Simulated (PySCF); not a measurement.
# Bonding in `CCCCS(=O)(=O)CCCC`

Compound: C₈H₁₈O₂S.
SMILES with atom numbers: `[CH3:1][CH2:2][CH2:3][CH2:4][S:5](=[O:6])(=[O:7])[CH2:8][CH2:9][CH2:10][CH3:11]` (hydrogens: H12, H13, H14 on C1; H15, H16 on C2; H17, H18 on C3; H19, H20 on C4; H21, H22 on C8; H23, H24 on C9; H25, H26 on C10; H27, H28, H29 on C11)

Geometry (PBE0-D3(BJ)/def2-SVP, Å), atoms numbered from 1 in this order:
```
atom  x, y, z in Å
C1    -5.2038    0.4679   -0.2619
C2    -3.9485   -0.0836    0.3938
C3    -2.6728    0.3768   -0.2997
C4    -1.4182   -0.1608    0.3671
S5     0.0300    0.4057   -0.5328
O6     0.1401    1.8532   -0.3430
O7    -0.0334   -0.1533   -1.8845
C8     1.4150   -0.3644    0.3109
C9     2.7064    0.0293   -0.3846
C10    3.9377   -0.5709    0.2804
C11    5.2287   -0.1882   -0.4248
H12   -5.2161    1.5690   -0.2352
H13   -6.1139    0.1113    0.2431
H14   -5.2661    0.1638   -1.3187
H15   -3.9837   -1.1874    0.3964
H16   -3.9176    0.2193    1.4553
H17   -2.6736    0.0538   -1.3534
H18   -2.6214    1.4780   -0.3110
H19   -1.3882   -1.2617    0.3609
H20   -1.3080    0.2017    1.4007
H21    1.2428   -1.4515    0.2808
H22    1.3827   -0.0169    1.3550
H23    2.6478   -0.2892   -1.4383
H24    2.7773    1.1294   -0.3951
H25    3.9777   -0.2450    1.3347
H26    3.8394   -1.6702    0.3076
H27    5.2298   -0.5380   -1.4692
H28    5.3617    0.9051   -0.4440
H29    6.1066   -0.6236    0.0755
```

Bond orders from the PBE0/pcSseg-1 density (PySCF). One conformer (not necessarily the lowest) at the PBE0-D3(BJ)/def2-SVP geometry, without solvent, vibrations or thermal averaging.

Q: How far do the computed orders between heavy atoms stray from the drawn ones?

A: The largest departure is 0.327, at S5–O7 (drawn double, 1.673). Drawn double or triple, more than 0.30 short of the drawn order: S5–O6 (1.677) and S5–O7 (1.673).

Q: Give the Mayer order of every bond between heavy atoms, beside its length.

A: 
| bond | drawn as | length (Å) | Mayer order |
| --- | --- | --- | --- |
| C1–C2 | single | 1.520 | 1.069 |
| C2–C3 | single | 1.523 | 1.025 |
| C3–C4 | single | 1.519 | 1.018 |
| C4–S5 | single | 1.797 | 0.881 |
| S5–O6 | double | 1.464 | 1.677 |
| S5–O7 | double | 1.464 | 1.673 |
| S5–C8 | single | 1.795 | 0.882 |
| C8–C9 | single | 1.519 | 1.017 |
| C9–C10 | single | 1.523 | 1.025 |
| C10–C11 | single | 1.520 | 1.069 |

By pair of heavy elements: C–C: lowest C8–C9 and C3–C4 (1.017, 1.519 Å), highest C1–C2 and C10–C11 (1.069, 1.520 Å). C–S: all 2 within 0.02 of one another (0.881 to 0.882). O–S: all 2 within 0.02 of one another (1.673 to 1.677). Bonds named together lie within 0.004.

Q: And the bonds to hydrogen?

A: C–H: 0.92 to 0.97 (18 bonds).

Q: Sum the orders of all bonds at each heavy atom with more than one neighbour and set the sums beside the valence in the SMILES.

A: C1 3.964 (drawn 4), C2 3.992 (drawn 4), C3 3.916 (drawn 4), C4 3.738 (drawn 4), S5 5.113 (drawn 6), C8 3.739 (drawn 4), C9 3.915 (drawn 4), C10 3.992 (drawn 4), C11 3.964 (drawn 4). Orders between atoms that aren't bonded are not in these sums.

Mayer orders depend on the basis set.
